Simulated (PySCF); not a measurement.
SMILES C=C[Si](C)C (C₄H₉Si), doublet (PBE0/def2-SVP optimised geometry):

```
14

C     -1.761     1.107    -0.613
C     -0.627     0.721     0.000
Si     0.071    -0.998     0.000
C      1.957    -0.998     0.000
C     -0.654    -2.073    -1.369
H     -2.354     0.419    -1.226
H     -2.149     2.128    -0.530
H     -0.100     1.473     0.605
H      2.354    -2.012     0.163
H      2.351    -0.628    -0.962
H      2.349    -0.350     0.799
H     -0.397    -1.669    -2.363
H     -1.751    -2.128    -1.297
H     -0.263    -3.100    -1.307
```

Computed with unrestricted PBE0/def2-TZVP (PySCF).

What are the frontier orbital energies (α orbitals alone; a β orbital can be the lowest empty one) and the dipole moment?

HOMO-2 -8.64 eV, HOMO-1 -8.12 eV, HOMO -5.10 eV, LUMO -0.24 eV, LUMO+1 1.23 eV; dipole moment 0.66 D.

Meta-Löwdin charges at PBE0/def2-TZVP: C1 -0.24, C2 -0.35, Si3 0.64, C4 -0.59, C5 -0.59, H6 0.11, H7 0.12, H8 0.12, H9 0.13, H10 0.13, H11 0.13, H12 0.13, H13 0.13, H14 0.13.
